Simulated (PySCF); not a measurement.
Gas-phase reaction: 2 GaCl + 2 C2F6 ⇌ 2 GaF + Cl2 + 2 C2F5

Method: PySCF energies plus ideal-gas RRHO corrections (1 bar). † marks an energy on the PBE0/def2-TZVP geometry and frequencies. MP2 freezes the core. Open shells (unrestricted): C2F5 (multiplicity 2); the rest are closed-shell singlets. Ga: all electrons, no relativistic terms. C2F5: computed as isolated molecules; such fragments, hydroxides, amides, oligomers or adducts are transient or little studied in the gas. MP2 isn't extrapolated to the basis-set limit; its ΔH°(298 K) is 628.2 kJ in def2-SVP and 589.9 kJ in def2-TZVPP. The harmonic model lacks anharmonicity and excited electronic states, which grow with temperature; levels with a mode under 35 cm⁻¹ are left out. Internal rotation in C2F6, C2F5 is treated as a harmonic vibration of one conformer, which makes the entropy rough.

| level | ΔE electronic, kJ | ΔH°(298 K), kJ | ΔS°(298 K), J/K | ΔG°(1600 K), kJ |
|---|---|---|---|---|
| BLYP/def2-TZVP† | 492 | 478 | 216 | 136 |
| MP2/def2-SVP† | 642 | 628 | 216 | 286 |
| PBE/def2-TZVP† | 535 | 521 | 216 | 179 |
| PBE0/def2-QZVP† | 555 | 541 | 216 | 199 |
| ωB97M-V/def2-TZVP† | 590 | 575 | 216 | 233 |
| ωB97X-V/def2-TZVP† | 579 | 565 | 216 | 223 |
ΔH° is lowest at BLYP/def2-TZVP† and highest at MP2/def2-SVP†. No reference value is set beside these.
